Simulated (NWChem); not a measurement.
CH4Sn, singlet; SMILES [CH3][SnH]

```xyz
6

Sn    -0.0337     0.3522     0.0000
H      1.7725     0.4039     0.0000
C     -0.0198    -1.8727     0.0000
H      0.5343    -2.2360     0.8918
H      0.5343    -2.2360    -0.8918
H     -1.0393    -2.3034     0.0000
```
Atoms are numbered in this order, from 1.

Program: NWChem. Low-valent species are run as closed-shell singlets; no triplet was tried in these runs. Geometry: optimised at PBE-D3(BJ)/def2-SVP. def2 effective core potentials on Sn; no spin-orbit coupling.

For level TPSS/def2-TZVP:

| Property | Value |
|---|---|
| orbital gap (eV) | 2.10 |

What are these values for level HCTH/407/def2-TZVP?


- orbital gap (eV): 1.97
